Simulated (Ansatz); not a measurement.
Geometry optimisation, RKS BLYP/STO-3G (Ansatz 0.2.0).

The input (input.yaml):

```yaml
crystal:
  periodic: [false, false, false]
  atoms:
    - { symbol: O, position_ang: [-2.4149, 1.2504, 0.2586] }
    - { symbol: C, position_ang: [-1.418, 0.4076, 0.5198] }
    - { symbol: O, position_ang: [-0.9873, -0.1485, -0.7008] }
    - { symbol: Si, position_ang: [0.4375, -1.2115, -0.3506] }
    - { symbol: Al, position_ang: [2.3727, 0.0007, -0.1651] }
    - { symbol: H, position_ang: [-2.0655, 2.0692, -0.257] }
    - { symbol: H, position_ang: [-1.7837, -0.3805, 1.198] }
    - { symbol: H, position_ang: [-0.5635, 0.9821, 1.0427] }
    - { symbol: H, position_ang: [0.5122, -2.1555, -1.4172] }
    - { symbol: H, position_ang: [0.1188, -1.979, 0.9138] }
    - { symbol: H, position_ang: [2.2276, 1.5962, -0.0218] }
    - { symbol: H, position_ang: [3.6411, -0.4865, -0.9864] }
basis:
  gaussian: { orbitals: STO-3G }
hamiltonian:
  xc: blyp
relax:
  f_tol: 0.02
  max_steps: 40
output:
  orbitals: {}
```

Run as:

```bash
$ ansatz run input.yaml --threads 1 --pin off --max-ram 2048MiB --backend cpu --events-out ev --progress --plain --runs-dir out
```

Question: Where does it end, and by what steps?

Answer: The forces met the threshold. The force dipped under the threshold on the way, but the program's further checks kept it going. Limits of this set-up: minimal basis. After 22 steps the energy has fallen by 1.155 eV; H12 moved furthest, 0.96 Å.

```json
{"step": "0", "energy less start (eV)": "0.0000", "largest force component (eV/Å)": "6.469", "accepted": "yes"}
{"step": "1", "energy less start (eV)": "-0.9430", "largest force component (eV/Å)": "2.340", "accepted": "yes"}
{"step": "2", "energy less start (eV)": "-1.0983", "largest force component (eV/Å)": "0.529", "accepted": "yes"}
{"step": "3", "energy less start (eV)": "-1.1229", "largest force component (eV/Å)": "0.272", "accepted": "yes"}
{"step": "4", "energy less start (eV)": "-1.1353", "largest force component (eV/Å)": "0.112", "accepted": "yes"}
{"step": "5", "energy less start (eV)": "-1.1465", "largest force component (eV/Å)": "0.154", "accepted": "yes"}
{"step": "6", "energy less start (eV)": "-1.1431", "largest force component (eV/Å)": "0.535", "accepted": "no"}
{"step": "7", "energy less start (eV)": "-1.1471", "largest force component (eV/Å)": "0.231", "accepted": "yes"}
{"step": "8", "energy less start (eV)": "-1.1501", "largest force component (eV/Å)": "0.091", "accepted": "yes"}
{"step": "9", "energy less start (eV)": "-1.1511", "largest force component (eV/Å)": "0.083", "accepted": "yes"}
{"step": "10", "energy less start (eV)": "-1.1507", "largest force component (eV/Å)": "0.112", "accepted": "no"}
{"step": "11", "energy less start (eV)": "-1.1526", "largest force component (eV/Å)": "0.025", "accepted": "yes"}
{"step": "12", "energy less start (eV)": "-1.1535", "largest force component (eV/Å)": "0.027", "accepted": "yes"}
{"step": "13", "energy less start (eV)": "-1.1529", "largest force component (eV/Å)": "0.133", "accepted": "no"}
{"step": "14", "energy less start (eV)": "-1.1191", "largest force component (eV/Å)": "0.811", "accepted": "no"}
{"step": "15", "energy less start (eV)": "-1.1538", "largest force component (eV/Å)": "0.004", "accepted": "yes"}
{"step": "16", "energy less start (eV)": "-1.1541", "largest force component (eV/Å)": "0.037", "accepted": "yes"}
{"step": "17", "energy less start (eV)": "-1.1541", "largest force component (eV/Å)": "0.038", "accepted": "yes"}
{"step": "18", "energy less start (eV)": "-1.1543", "largest force component (eV/Å)": "0.038", "accepted": "yes"}
{"step": "19", "energy less start (eV)": "-1.1544", "largest force component (eV/Å)": "0.022", "accepted": "yes"}
{"step": "20", "energy less start (eV)": "-1.1544", "largest force component (eV/Å)": "0.005", "accepted": "yes"}
{"step": "21", "energy less start (eV)": "-1.1545", "largest force component (eV/Å)": "0.006", "accepted": "yes"}
{"step": "22", "energy less start (eV)": "-1.1545", "largest force component (eV/Å)": "0.009", "accepted": "yes"}
```

```xyz
12
Properties=species:S:1:pos:R:3
O -2.575 1.270 0.484
C -1.322 0.498 0.632
O -1.114 -0.278 -0.610
Si 0.399 -1.182 -0.523
Al 2.354 0.062 -0.270
H -2.393 1.742 -0.431
H -1.485 -0.142 1.552
H -0.429 1.182 0.850
H 0.367 -1.927 -1.780
H 0.251 -2.198 0.530
H 2.353 1.575 -0.352
H 3.670 -0.657 -0.046
```

Run time: 75 s on 1 thread of Intel(R) Xeon(R) Platinum 8488C (Sapphire Rapids), with other jobs on the host, peak memory 0.17 GiB.
